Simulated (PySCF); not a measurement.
## Unknown compound

The spectra below were simulated for a compound CH13NOSi4.

$^{1}$H NMR (400 MHz, computed): δ 6.05 (m, 1H), 5.33 (m, 1H), 5.22 (m, 1H), 3.66 (m, 3H), 3.22 (m, 1H), 3.22 (m, 1H), 0.43 (br s, 2H), 0.32 (m, 3H).

$^{13}$C{$^{1}$H} NMR (computed): δ 0.9 (CH3).

All values are calculated (PySCF 2.14.0 with density-fitted response routines): GFN2-xTB structure, σ from GIAO-PBE0/pcSseg-1. Non-relativistic Hamiltonian, equivalent nuclei averaged, no solvent, one computed conformer.

δ = σ(ref) − σ, references computed at the same level: TMS for $^{1}$H (31.72 ppm) and $^{13}$C (186.93 ppm).

Q: Propose a structure and justify it.

A: 
The formula gives 0 degrees of unsaturation. Carbon types of the structure: 1 × CH3, leaving 10 H on heteroatoms. δC 0.9: methyl carbon bonded to Si; an electropositive neighbour leaves it electron-rich and shielded. δH 6.05: hydrogen on a silicon bonded to N, O, Si. δH 5.33, 5.22: hydrogen on a silicon bonded to C, O. δH 3.66: hydrogen on a silicon bonded to Si. δH 3.22, 3.22: hydrogen on a silicon bonded to 2 Si. δH 0.43: hydrogen on a nitrogen bonded to Si; labile proton, position sensitive to the medium. δH 0.32: hydrogen on a methyl carbon bonded to Si; an electropositive neighbour shields it, as in TMS itself.

These data were computed for `InChI=1S/CH13NOSi4/c1-5-3-7(2)6-4/h7H,2,5-6H2,1,4H3/t7-/m1/s1`.

This is the structure that produced the data.

The OH or NH signal is concentration- and solvent-dependent in practice; the value given is the gas-phase one. Shifts are as computed. Against solution values, carbons near 30 ppm lie about +3 ppm off and those near 130 ppm about +5 ppm. Of 1211 compounds with measured shifts, 218 miss one by over three times the rms of a fit or turn the order of signals round; such compounds aren't used in these exercises. Multiplicities follow the n + 1 count of equivalent neighbours, as no J values were calculated; m marks all less simple cases, F and P coupling included.
